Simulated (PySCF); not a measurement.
Species: SbI3.
Cartesian coordinates in Å at the PBE0-D3(BJ)/def2-SVP level; atoms count from 1:
```xyz
4
SbI3 angstrom
Sb     0.0173   -0.0233    0.9549
I      2.4376   -0.0070   -0.3134
I     -1.1967    2.0582   -0.3365
I     -1.1749   -2.1183   -0.3355
```

The calculation used TDDFT PBE0/def2-SVPD, vertical, gas phase, core orbitals frozen in the response, def2 core potentials past Kr in PySCF. Spin–orbit coupling is left out.

Kohn–Sham orbitals with the atoms that hold most of them (Löwdin shares over 4%, at most four atoms; ? is withheld):

| orbital | ε (eV) | atoms |
| --- | --- | --- |
| HOMO-3 | -7.77 | I2 51%, I4 29%, I3 17% |
| HOMO-2 | -7.77 | I3 47%, I4 36%, I2 15% |
| HOMO-1 | -7.64 | ? |
| HOMO | -7.56 | I4 26%, I3 26%, I2 26%, Sb1 23% |
| LUMO | -2.96 | ? |
| LUMO+1 | -2.51 | Sb1 52%, I3 23%, I4 18%, I2 8% |
| LUMO+2 | -2.50 | Sb1 52%, I2 25%, I4 14%, I3 10% |

(1) Which atoms hold the LUMO, and with what shares?

(2) Which atoms hold the HOMO-1, and with what shares?

Answers

(1) Sb1 (bonded to 3 I) 42%; I4 (bonded to Sb) 20%; I2 (bonded to Sb) 19%; I3 (bonded to Sb) 19%. By element: iodine 58%, antimony 42%.

(2) I3 (bonded to Sb) 34%; I4 (bonded to Sb) 34%; I2 (bonded to Sb) 32%.

Within 0.005 eV of a neighbour in this list lie HOMO-3/HOMO-2 (point group found: C3v); within a degenerate set the shares of single atoms can hang on how the components are chosen.

Question: How does S1 compare with the orbital gap of 4.60 eV?

Answer: S1 is at 3.54 eV (f = 0.0000), 1.07 eV below the gap, made of HOMO-1→LUMO (98%). Its leading pair isn't HOMO and LUMO; the energies of that pair differ by 4.68 eV. Without the coupling terms of the response equations the lowest excitation would equal the gap.

Question: One configuration dominates each of S1 and S2. Which, and how do the shares of the two leading atoms of either orbital change from the occupied to the empty one?

Answer: 
- S1 (3.54 eV, f 0.0000), HOMO-1→LUMO (98%): I3 34% → 19%, I4 34% → 20%, Sb1 at most 1% → 42%
- S2 (3.55 eV, f 0.014), HOMO→LUMO (98%): I4 26% → 20%, I3 26% → 19%, Sb1 23% → 42%

Orbitals of the list HOMO-3 to LUMO+2 that lie within 0.01 eV of each other are written together with a slash and their weights summed (≥ marks a lower bound); for degenerate orbitals outside that list single weights are arbitrary.

Time: 76 s wall (grids of density and orbitals included); peak memory 0.68 GiB. Hardware: an Arm Neoverse V2 with one thread, shared host with 32 logical CPUs at a one-minute load of 19.
